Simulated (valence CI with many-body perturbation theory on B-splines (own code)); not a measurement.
# Tm⁶²⁺: calculated level list

Level of theory: valence CI with perturbative core correlation (CI+MBPT): five valence electrons over a frozen Dirac-Fock core [He], a basis of 11 s, 11 p, 10 d, 8 f, 5 g, 2 h functions for each j, with the one-electron correlation potential Σ1 (screened to all orders), the two-electron term Σ2, the three-electron term Σ3, Breit, model QED; selected single and double excitations, second order for the rest, scaled by the run's own slope (own B-spline code, finite nucleus).

The last digits are not significant, and no measured levels were compared; by estimate large intervals hold to a few tenths of a per cent, small ones and those within an open d or f shell to about a per cent. Among the levels kept, up to 7400 cm⁻¹ of a level comes from second order outside the variational space, and about a tenth of that is noise between levels of different J, which matters for small intervals.

Levels 1 to 45 of 198, with energies above the lowest level, (2s^2 2p1/2^2 2p3/2) J=3/2. "Leading %" is the weight of the configuration and term that name the level; weights of strongly mixed levels are sums over their largest components and can fall short, so below about 35 % the name and the second component can differ from the true leading terms, or belong to a minority configuration. In the jj column 3d3/2^4 stands for four electrons in 3d with j = 3/2. Lifetimes count E1, E2, E3, M1 and M2 decay at the calculated energies, and are blank where another channel may lead or the interval is too uncertain; long ones can be off by a factor of two.

| No. | Configuration | Term | J | E (eV) | Leading % | Lifetime | Leading jj | g |
| --- | --- | --- | --- | --- | --- | --- | --- | --- |
| 1 | 2s²2p³ | ²P° | 3/2 | 0.0 | 48 |  | 2s^2 2p1/2^2 2p3/2 (100 %) | 1.321 |
| 2 | 2s²2p³ | ⁴S° | 3/2 | 1001.7 | 55 | 105 ps | 2s^2 2p1/2 2p3/2^2 (100 %) | 1.437 |
| 3 | 2s²2p³ | ²D° | 5/2 | 1024.5 | 100 | 614 ps | 2s^2 2p1/2 2p3/2^2 (100 %) | 1.167 |
| 4 | 2s²2p³ | ²P° | 1/2 | 1071.3 | 100 | 183 ps | 2s^2 2p1/2 2p3/2^2 (100 %) | 0.623 |
| 5 | 2s2p⁴ | ⁴P | 5/2 | 1312.5 | 71 | 654 fs | 2s 2p1/2^2 2p3/2^2 (100 %) | 1.450 |
| 6 | 2s2p⁴ | ²S | 1/2 | 1408.8 | 64 | 174 fs | 2s 2p1/2^2 2p3/2^2 (100 %) | 2.012 |
| 7 | 2s2p⁴ | ²P | 3/2 | 1410.2 | 51 | 95.1 fs | 2s 2p1/2^2 2p3/2^2 (100 %) | 1.175 |
| 8 | 2s²2p³ | ²P° | 3/2 | 2075.1 | 51 | 29.8 ps | 2s^2 2p3/2^3 (99 %) | 1.287 |
| 9 | 2s2p⁴ | ⁴P | 3/2 | 2339.5 | 84 | 197 fs | 2s 2p1/2 2p3/2^3 (100 %) | 1.584 |
| 10 | 2s2p⁴ | ²D | 5/2 | 2379.1 | 71 | 196 fs | 2s 2p1/2 2p3/2^3 (100 %) | 1.283 |
| 11 | 2s2p⁴ | ²P | 1/2 | 2436.4 | 64 | 77.2 fs | 2s 2p1/2 2p3/2^3 (99 %) | 1.357 |
| 12 | 2s2p⁴ | ²D | 3/2 | 2445.5 | 54 | 77.8 fs | 2s 2p1/2 2p3/2^3 (100 %) | 1.016 |
| 13 | 2p⁵ | ²P° | 3/2 | 2788.4 | 99 | 65.5 fs | 2p1/2^2 2p3/2^3 (99 %) | 1.303 |
| 14 | 2s2p⁴ | ⁴P | 1/2 | 3455.7 | 38 | 91.0 fs | 2s 2p3/2^4 (100 %) | 1.864 |
| 15 | 2p⁵ | ²P° | 1/2 | 3817.8 | 100 | 48.6 fs | 2p1/2 2p3/2^4 (100 %) | 0.623 |
| 16 | 2s²2p²3s | ⁴P | 1/2 | 7638.8 | 46 | 6.36 fs | 2s^2 2p1/2^2 3s (100 %) | 1.996 |
| 17 | 2s²2p²3p | ²P° | 1/2 | 7733.1 | 46 | 514 fs | 2s^2 2p1/2^2 3p1/2 (100 %) | 0.648 |
| 18 | 2s²2p²3p | ²P° | 3/2 | 8044.0 | 34 | 515 fs | 2s^2 2p1/2^2 3p3/2 (100 %) | 1.323 |
| 19 | 2s²2p²3d | ²D | 3/2 | 8127.7 | 42 | 5.17 fs | 2s^2 2p1/2^2 3d3/2 (100 %) | 0.783 |
| 20 | 2s²2p²3d | ²D | 5/2 | 8217.6 | 36 | 936 as | 2s^2 2p1/2^2 3d5/2 (100 %) | 1.190 |
| 21 | 2s²2p²3s | ⁴P | 3/2 | 8653.4 | 88 | 9.54 fs | 2s^2 2p1/2 2p3/2 3s (100 %) | 1.657 |
| 22 | 2s²2p²3s | ²P | 1/2 | 8662.9 | 67 | 4.43 fs | 2s^2 2p1/2 2p3/2 3s (100 %) | 1.296 |
| 23 | 2s²2p²3s | ²D | 5/2 | 8672.7 | 64 | 8.71 fs | 2s^2 2p1/2 2p3/2 3s (100 %) | 1.311 |
| 24 | 2s²2p²3s | ²D | 3/2 | 8678.9 | 64 | 4.71 fs | 2s^2 2p1/2 2p3/2 3s (100 %) | 0.958 |
| 25 | 2s²2p²3p | ⁴P° | 1/2 | 8746.6 | 48 | 783 fs | 2s^2 2p1/2 2p3/2 3p1/2 (100 %) | 1.730 |
| 26 | 2s²2p²3p | ⁴D° | 3/2 | 8752.7 | 55 | 693 fs | 2s^2 2p1/2 2p3/2 3p1/2 (100 %) | 1.130 |
| 27 | 2s²2p²3p | ²F° | 5/2 | 8766.1 | 49 | 527 fs | 2s^2 2p1/2 2p3/2 3p1/2 (100 %) | 1.049 |
| 28 | 2s²2p²3p | ²P° | 3/2 | 8803.0 | 43 | 290 fs | 2s^2 2p1/2 2p3/2 3p1/2 (99 %) | 1.310 |
| 29 | 2s2p³3s | ⁴P° | 5/2 | 8924.0 | 47 | 12.8 fs | 2s 2p1/2^2 2p3/2 3s (97 %) | 1.596 |
| 30 | 2s2p³3s | ²P° | 3/2 | 8951.1 | 34 | 5.36 fs | 2s 2p1/2^2 2p3/2 3s (98 %) | 1.436 |
| 31 | 2s2p³3s | ²P° | 1/2 | 9009.8 | 38 | 5.64 fs | 2s 2p1/2^2 2p3/2 3s (90 %) | 0.887 |
| 32 | 2s2p³3s | ²P° | 3/2 | 9019.9 | 37 | 11.6 fs | 2s 2p1/2^2 2p3/2 3s (96 %) | 1.366 |
| 33 | 2s2p³3p | ⁴P | 3/2 | 9028.2 | 29 | 6.07 fs | 2s 2p1/2^2 2p3/2 3p1/2 (99 %) | 1.673 |
| 34 | 2s2p³3p | ²D | 5/2 | 9029.2 | 25 | 2.41 fs | 2s 2p1/2^2 2p3/2 3p1/2 (99 %) | 1.339 |
| 35 | 2s²2p²3p | ⁴D° | 5/2 | 9050.6 | 52 | 265 fs | 2s^2 2p1/2 2p3/2 3p3/2 (98 %) | 1.410 |
| 36 | 2s²2p²3p | ²P° | 1/2 | 9056.3 | 34 | 51.2 fs | 2s^2 2p1/2 2p3/2 3p3/2 (92 %) | 1.483 |
| 37 | 2s²2p²3p | ²D° | 3/2 | 9058.7 | 53 | 317 fs | 2s^2 2p1/2 2p3/2 3p3/2 (100 %) | 1.143 |
| 38 | 2s²2p²3p | ²F° | 7/2 | 9065.6 | 64 | 420 fs | 2s^2 2p1/2 2p3/2 3p3/2 (100 %) | 1.219 |
| 39 | 2s²2p²3p | ²P° | 3/2 | 9086.1 | 32 | 159 fs | 2s^2 2p1/2 2p3/2 3p3/2 (94 %) | 1.402 |
| 40 | 2s²2p²3p | ²D° | 5/2 | 9092.0 | 65 | 385 fs | 2s^2 2p1/2 2p3/2 3p3/2 (99 %) | 1.179 |
| 41 | 2s2p³3p | ²P | 1/2 | 9107.4 | 35 | 2.00 fs | 2s 2p1/2^2 2p3/2 3p1/2 (97 %) | 1.252 |
| 42 | 2s2p³3p | ²D | 3/2 | 9109.0 | 34 | 2.67 fs | 2s 2p1/2^2 2p3/2 3p1/2 (97 %) | 0.962 |
| 43 | 2s²2p²3p | ²P° | 1/2 | 9113.8 | 85 | 143 fs | 2s^2 2p1/2 2p3/2 3p3/2 (98 %) | 0.650 |
| 44 | 2s²2p²3d | ⁴F | 3/2 | 9144.9 | 43 | 3.19 fs | 2s^2 2p1/2 2p3/2 3d3/2 (98 %) | 0.918 |
| 45 | 2s²2p²3d | ⁴F | 5/2 | 9146.3 | 53 | 7.75 fs | 2s^2 2p1/2 2p3/2 3d3/2 (99 %) | 0.957 |

The ionisation energy to 2s²2p² ³P0 of the next ion comes out as 14300 eV (NIST: 14300 ± 15 eV (theoretical)). All 198 levels together are meant to be complete up to 10809.4 eV.
